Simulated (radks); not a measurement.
Nb3+, configuration [Ar] 3d10 4s1.75 4p6 4d2 5d0.25 (fractional occupations, a model configuration). Calculated with a radial shooting solver on a logarithmic mesh with Libxc functionals: Dirac Kohn-Sham, LDA (Slater exchange, Perdew-Wang correlation), spin-unpolarised, spherical densities, point nucleus; open shells are shared between the two j in proportion to 2j + 1.

Radial electron density D(r) = 4 pi r^2 rho(r):

```
   r/bohr * D(r) (the largest magnitude, 63, reaches the edge; | marks zero)
 0.001221 |*
 0.001421 |*
 0.001641 | *
 0.001911 | *
 0.002207 |  *
 0.002569 |   *
 0.002967 |    *
 0.003454 |     *
 0.003989 |      *
 0.004644 |        *
 0.005363 |           *
 0.006244 |             *
 0.007211 |                *
 0.008395 |                    *
 0.009773 |                        *
  0.01129 |                            *
  0.01314 |                                 *
  0.01517 |                                     *
  0.01767 |                                        *
   0.0204 |                                           *
  0.02375 |                                            *
  0.02743 |                                            *
  0.03193 |                                           *
  0.03688 |                                         *
  0.04293 |                                       *
  0.04958 |                                     *
  0.05772 |                                      *
   0.0672 |                                         *
   0.0776 |                                              *
  0.09034 |                                                   *
   0.1043 |                                                      *
   0.1215 |                                                      *
   0.1403 |                                                  *
   0.1633 |                                           *
   0.1886 |                                     *
   0.2196 |                                 *
   0.2536 |                                  *
   0.2952 |                                      *
   0.3436 |                                         *
   0.3969 |                                       *
    0.462 |                                 *
   0.5336 |                        *
   0.6212 |               *
   0.7174 |          *
   0.8351 |        *
   0.9645 |        *
    1.123 |        *
    1.297 |      *
     1.51 |    *
    1.743 |  *
     2.03 | *
    2.363 |*
    2.729 *
    3.177 *
    3.669 *
    4.271 *
    4.933 *
    5.742 *
    6.632 *
     7.72 *
    8.916 *
    10.38 *
```

D(r) has 3 maxima, at r = 0.0255, 0.112, 0.352 bohr, and minima at 0.0512, 0.227 bohr, inside which lie 2.05, 11.07 electrons.
